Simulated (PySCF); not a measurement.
Compound: Si(NH2)4.
Structure used (PBE0-D3(BJ)/def2-SVP), in Å, numbered top down from 1:
```
atom  x, y, z in Å
Si1    0.004   -0.004    0.001
N2     0.186    0.180    1.713
H3     0.829   -0.431    2.204
H4    -0.638    0.364    2.275
N5     1.642   -0.143   -0.542
H6     2.337    0.495   -0.174
H7     1.817   -0.345   -1.520
N8    -1.050    1.307   -0.411
H9    -0.874    2.221   -0.011
H10   -1.387    1.385   -1.363
N11   -0.764   -1.359   -0.754
H12   -0.304   -2.261   -0.733
H13   -1.768   -1.462   -0.663
```

Computed with TDDFT wB97X-D/def2-SVPD, vertical, gas phase, core orbitals frozen in the response (PySCF 2.14.0, density-fitted response routines).

Transition dipole moments from the ground state, in atomic units and in the frame of the coordinates above (overall signs are arbitrary), for the states with f of 0.002 or more among the lowest 10:

```
state  E (eV)      μx      μy      μz
   S1   6.469   0.199  -0.386  -0.356
   S2   6.471  -0.486   0.012  -0.285
   S4   7.503   0.335   0.668  -0.542
   S5   8.229  -0.145   0.034  -0.047
   S6   8.231   0.013  -0.105  -0.116
  S10   8.590   0.222   0.441  -0.360
```

Q: What oscillator strength does each state have?

A: f = (2/3) ΔE |μ|² with ΔE in hartree (27.2114 eV).

```
state  |μ|² (au)  |μ| (D)      f
   S1      0.315     1.43  0.050
   S2      0.318     1.43  0.050
   S4      0.852     2.35  0.157
   S5      0.024     0.40  0.005
   S6      0.025     0.40  0.005
  S10      0.373     1.55  0.079
```

Q: The point group is D2d. Which irreducible representation does each state belong to?

A: The ground state is totally symmetric, so the direction of μ fixes the label. Polarised along the S4 axis, so B2: S4 and S10. Polarised across the S4 axis, so E: S1, S2, S5 and S6.

Q: What angle do the transition dipoles of S4 and S10 make?

A: |cos θ| = |μa·μb| / (|μa| |μb|) = 1.00, so θ ≈ 0° (taken between 0 and 90°, since the signs are arbitrary).

Q: What peak molar absorption coefficient would the strongest computed level give as a lone Gaussian band 0.4 eV wide at half height?

A: ε(max) = 2.175×10⁸ f / FWHM, with the width in cm⁻¹. S4: 2.175×10⁸ × 0.1566 / 3226 ≈ 11000 L mol⁻¹ cm⁻¹.

S1/S2 and S5/S6 coincide within about 0.01 eV; within a degenerate level the directions of the single components are arbitrary.

Without π bonds the low states may be Rydberg-like; a valence basis with one diffuse set may place them up to an eV too high.
